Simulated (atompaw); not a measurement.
# What one change does to a pseudopotential (ruthenium, PAW (atompaw))

* Element: Ru (Z = 44)
* Generator: atompaw 4.2.0.5
* Type: PAW
* Functional: PBEsol
* Relativity: scalar-relativistic
* Frozen core: [Ar] 3d10
* Valence charge: 16
* Reference configuration: 4s2 4p6 4d7 5s1 5p0
* Partial waves: 4s (bound): rc 1.25 bohr; 5s (bound): rc 2.35 bohr; 4p (bound): rc 1.70 bohr; 5p (bound, empty): rc 2.35 bohr; 4d (bound): rc 2.35 bohr; 4d channel at 0.05 Ry: rc 2.35 bohr
* Local potential: troulliermartins scheme with l = 3 at 0 Ry, radius 2.05 bohr
* Core correction: smooth core density matched at 1.35 bohr
* Augmentation charge: besselshape compensation charge, radius 2.25 bohr; PAW radius 2.35 bohr; waves and projectors: custom polynom2 7 10 vanderbiltortho

All-electron outer shells of the reference configuration (PBEsol, scalar-relativistic, ld1.x):

```
shell  level (eV)  outermost node (bohr)  outermost maximum (bohr)
   3p     -446.95                   0.16                      0.36
   3d     -273.13                      –                      0.30
   4s      -76.31                   0.48                      0.92
   4p      -46.38                   0.49                      0.98
   4d       -5.22                   0.48                      1.21
   5s       -4.27                   1.24                      2.73
   5p       -0.87                   1.41                      3.87
```

Change: wave 4d channel at 0.05 Ry: rc 2.35 bohr becomes 4d channel at 0.59 Ry: rc 2.35 bohr.

Cutoffs: the cutoffs (Ry, on a coarse ladder) from which the occupation-weighted sum of valence levels, in a spherical-Bessel basis at the reference potential, stays within 10 and 1 mRy of its value at 400 Ry; they do not see the model core or the augmentation charge, which bear on the density cutoff.

**Question.** What does the change do?

**Answer.** The potential gets neither clearly harder nor softer (30 Ry and 100 Ry → 30 Ry and 100 Ry); the p channel sets the loose cutoff, while the largest relative change is in d, which becomes harder; the range in which the d phases agree widens (upper end 3.3 → at the end of the scan); neither file shows a bound ghost.

```tsv
quantity	base	changed
cutoff, loose	30 Ry	30 Ry
cutoff, tight	100 Ry	100 Ry
loose cutoff by channel (10 mRy a level)	s 18 Ry, p 21 Ry, d 15 Ry	s 18 Ry, p 21 Ry, d 18 Ry
bound ghosts	none	none
s: phases at 2.35 bohr within 0.05 rad from the reference energy up to (Ry; the scan ends near 5)	2.4	2.4
p: phases at 2.35 bohr within 0.05 rad from the reference energy up to (Ry; the scan ends near 5)	0.9	0.9
d: phases at 2.35 bohr within 0.05 rad from the reference energy up to (Ry; the scan ends near 5)	3.3	to the end of the scan
lowest overlap eigenvalue by channel	s 0.36, p 0.54, d 0.92	s 0.36, p 0.54, d 0.91
```

 The cutoffs see the waves, projectors and local potential, not the compensation charge or the core.
